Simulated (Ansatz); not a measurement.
Compare A (`C=C(C)CC(C)(C)C`) with its isomer B (`CC1(C)CCCCC1`).

Program: Ansatz. Geometries: PBE0-D4/def2-TZVP. ΔE: electronic, gas phase. CCSD(T)/CBS is the MP2 limit (def2-TZVPP, def2-QZVPP) plus CCSD(T) − MP2 in def2-TZVPP, frozen cores. DFT in def2-TZVPP. Each species was taken in one conformer, which may not be the lowest.

A:

Z-matrix (Å, degrees):
```
C
C 1 1.497
H 1 1.091 2 111.6
H 1 1.096 2 110.1 3 120.2
H 1 1.093 2 111.8 3 -121.8
C 2 1.505 1 116.9 3 177.7
C 2 1.330 1 121.3 3 -4.4
C 6 1.546 2 116.9 1 -94.3
H 6 1.096 2 108.8 1 28.0
H 6 1.095 2 109.1 1 143.8
H 7 1.085 2 121.5 1 -177.1
H 7 1.085 2 121.5 1 2.3
C 8 1.526 6 107.4 2 174.5
C 8 1.525 6 110.4 2 -66.7
C 8 1.525 6 111.6 2 54.9
H 13 1.093 8 110.8 6 178.2
H 13 1.094 8 111.1 6 -61.8
H 13 1.094 8 111.1 6 58.3
H 14 1.094 8 110.4 6 -178.3
H 14 1.092 8 111.3 6 61.7
H 14 1.094 8 111.1 6 -58.7
H 15 1.094 8 110.2 6 175.8
H 15 1.094 8 111.5 6 56.3
H 15 1.092 8 111.4 6 -64.9
```

B:

```xyz
24

C    -1.374    0.491    1.171
C     0.069    0.117    0.842
C     0.880    0.138    2.133
C     0.676    1.120   -0.147
C     0.073    1.043   -1.543
C     0.167   -0.368   -2.106
C    -0.468   -1.379   -1.163
C     0.138   -1.288    0.231
H    -1.801   -0.217    1.888
H    -2.019    0.497    0.291
H    -1.420    1.487    1.620
H     1.924   -0.125    1.944
H     0.479   -0.575    2.860
H     0.860    1.131    2.592
H     0.577    2.133    0.257
H     1.753    0.920   -0.220
H     0.583    1.750   -2.204
H    -0.977    1.355   -1.515
H     1.224   -0.626   -2.249
H    -0.302   -0.418   -3.093
H    -0.343   -2.394   -1.554
H    -1.549   -1.204   -1.114
H     1.194   -1.585    0.173
H    -0.346   -2.002    0.906
```

**Question.** Which isomer does CCSD(T)/CBS put lower? Give the gap. (Estimate.)

**Answer.** The calculation gave: B, by 18.9 kcal/mol.

**Question.** Give E(B) − E(A) in kcal/mol with BLYP-D4, HF/def2-TZVPP, PBE0-D4, CCSD(T)/def2-TZVPP, CCSD(T)/def2-SVP, r2SCAN-D4, B2PLYP. (Estimate.)

**Answer.** Computed: BLYP-D4 -13.2, HF/def2-TZVPP -16.8, PBE0-D4 -21.9, CCSD(T)/def2-TZVPP -19.0, CCSD(T)/def2-SVP -20.9, r2SCAN-D4 -19.0, B2PLYP -17.0. None reverses the order clearly.

Largest T1 diagnostic: 0.009.

At CCSD(T), def2-SVP lies −2.1 kcal/mol from the extrapolated value and def2-TZVPP −0.1 kcal/mol. In def2-TZVPP, CCSD(T) changes the Hartree–Fock value by −2.2 kcal/mol (the triples alone add +0.6 kcal/mol) and MP2 by −3.8 kcal/mol.
